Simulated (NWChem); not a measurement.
CH4OSi, singlet; SMILES CO[SiH]

```xyz
7

Si     0.0045     1.2375     0.0000
H     -1.5233     0.9278     0.0000
O      0.5242    -0.3401     0.0000
C     -0.1814    -1.5511     0.0000
H      0.0916    -2.1398    -0.8908
H      0.0916    -2.1398     0.8908
H     -1.2741    -1.3855     0.0000
```
Atoms are numbered in this order, from 1.

Low-valent species are run as closed-shell singlets; no triplet was tried in these runs. Coordinates come from a PBE0/def2-SVP optimisation.

 Unshifted, non-relativistic core excitations; the lowest 4 roots alone, so stronger bands may lie above.

Problem. List the first C K-edge excitations from B3LYP/def2-TZVP, restricted-window TDA (NWChem).

Solution. 
```tsv
state	energy (eV)	dipole oscillator strength	leading excitation (squared amplitude)
S1	275.1	0.0000	1s of atom 4 or its equivalents → LUMO (1.00)
S2	277.3	0.0127	1s of atom 4 or its equivalents → LUMO+1 (0.95)
S3	278.5	0.0025	1s of atom 4 or its equivalents → LUMO+2 (0.99)
S4	279.1	0.0107	1s of atom 4 or its equivalents → LUMO+3 (0.79)
```
